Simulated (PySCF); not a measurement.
# Spin-rotation constants: SMILES CCC1=NN(C)CC1, C6H12N2

Molfile (atoms numbered from 1):
```
C6H12N2
     RDKit          3D

 20 20  0  0  0  0  0  0  0  0999 V2000
    2.8872    0.4308    0.2702 C   0  0  0  0  0  0  0  0  0  0  0  0
    1.6412    1.2222   -0.1321 C   0  0  0  0  0  0  0  0  0  0  0  0
    0.4047    0.4043   -0.0145 C   0  0  0  0  0  0  0  0  0  0  0  0
   -0.5026    0.6239    0.8505 N   0  0  0  0  0  0  0  0  0  0  0  0
   -1.4607   -0.3368    0.8090 N   0  0  0  0  0  0  0  0  0  0  0  0
   -2.7873    0.0696    1.1803 C   0  0  0  0  0  0  0  0  0  0  0  0
   -1.3008   -1.1617   -0.3959 C   0  0  0  0  0  0  0  0  0  0  0  0
    0.1138   -0.8149   -0.8728 C   0  0  0  0  0  0  0  0  0  0  0  0
    3.7693    1.0643    0.2145 H   0  0  0  0  0  0  0  0  0  0  0  0
    2.7857    0.0658    1.2892 H   0  0  0  0  0  0  0  0  0  0  0  0
    3.0336   -0.4200   -0.3912 H   0  0  0  0  0  0  0  0  0  0  0  0
    1.7509    1.5628   -1.1658 H   0  0  0  0  0  0  0  0  0  0  0  0
    1.5356    2.0949    0.5131 H   0  0  0  0  0  0  0  0  0  0  0  0
   -3.3217    0.5673    0.3581 H   0  0  0  0  0  0  0  0  0  0  0  0
   -3.3566   -0.8078    1.4887 H   0  0  0  0  0  0  0  0  0  0  0  0
   -2.7054    0.7594    2.0166 H   0  0  0  0  0  0  0  0  0  0  0  0
   -2.0618   -0.8950   -1.1434 H   0  0  0  0  0  0  0  0  0  0  0  0
   -1.4242   -2.2140   -0.1332 H   0  0  0  0  0  0  0  0  0  0  0  0
    0.1716   -0.5893   -1.9381 H   0  0  0  0  0  0  0  0  0  0  0  0
    0.8221   -1.6151   -0.6504 H   0  0  0  0  0  0  0  0  0  0  0  0
  1  2  1  0
  2  3  1  0
  3  4  2  0
  4  5  1  0
  5  6  1  0
  5  7  1  0
  7  8  1  0
  8  3  1  0
  1  9  1  0
  1 10  1  0
  1 11  1  0
  2 12  1  0
  2 13  1  0
  6 14  1  0
  6 15  1  0
  6 16  1  0
  7 17  1  0
  7 18  1  0
  8 19  1  0
  8 20  1  0
M  END
```

Computed, not measured: GIAO OPBE/6-31G magnetisability, rotational g tensor and spin-rotation constants, non-relativistic, gas phase (PySCF 2.14.0). Geometry: GFN2-xTB.

Problem. Give the nuclear spin-rotation constants along the inertial axes (H = +C I·J) beside the isotropic shieldings.

Solution. Rotational constants 4.7702, 1.2703, 1.0921 GHz. A star marks the isotopologue with that one atom substituted, in its own axes.
```csv
atom,isotope,Caa (kHz),Cbb (kHz),Ccc (kHz),mean (kHz),σ (ppm)
N4,14N,1.268,0.205,0.093,0.522,-62.7
N5,14N,0.324,0.108,0.100,0.178,139.7
H9,1H,-0.007,-0.128,-0.123,-0.086,31.8
H10,1H,-0.482,-0.128,-0.015,-0.208,31.9
H11,1H,-0.532,0.022,-0.129,-0.213,31.7
H12,1H,-0.444,-0.115,-0.014,-0.191,30.7
H13,1H,-0.506,0.042,-0.124,-0.196,30.3
H14,1H,-0.489,-0.134,0.018,-0.201,30.4
H15,1H,-0.167,-0.109,-0.070,-0.116,30.0
H16,1H,-0.497,0.054,-0.120,-0.188,29.3
H17,1H,-0.339,-0.129,-0.015,-0.161,30.0
H18,1H,-0.394,-0.083,-0.026,-0.168,29.2
H19,1H,-0.506,-0.089,-0.018,-0.204,30.3
H20,1H,-0.403,-0.096,-0.024,-0.174,29.8
C1,13C*,0.553,0.159,0.120,0.277,184.9
C2,13C*,0.641,0.178,0.140,0.320,173.7
C3,13C*,1.528,0.446,0.224,0.732,71.0
C6,13C*,0.636,0.210,0.181,0.342,159.3
C7,13C*,0.877,0.166,0.228,0.423,146.8
C8,13C*,0.651,0.166,0.198,0.339,163.6
```
For the geometry as given, no vibrational averaging.
